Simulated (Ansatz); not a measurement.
`C=C=C(F)N[SiH3]` → `C[Si](C)(F)C#N`  (isomerisation)

Computed with Ansatz on PBE0-D4/def2-TZVP structures; ΔE is electronic, products minus reactants. CBS: MP2 limit from def2 TZ/QZ plus the TZ coupled-cluster correction, frozen cores. DFT in def2-TZVPP. One conformer a species, not always the lowest.

```csv
level,ΔE (kcal/mol)
ωB97X-V,-99.9
B2PLYP,-102.2
HF/def2-TZVPP,-105.3
MP2/def2-TZVPP,-109.3
CCSD(T)/def2-TZVPP,-104.0
HF/def2-QZVPP,-105.4
SCS-MP2/def2-QZVPP,-108.4
MP2/CBS(def2),-109.3
```

Question: What does CCSD(T)/CBS give? (Estimate.)

Answer: The calculation gave: -104.0 kcal/mol. The listed levels differ from it by 4.1, 1.8, -1.3, -5.3, 0.0, -1.4, -4.4, -5.3 kcal/mol.

Largest T1 diagnostic among the species: 0.013.

From PBE to PBE0 (25 % exact exchange), in def2-TZVPP and without D4, ΔE moves by −3.5 kcal/mol.
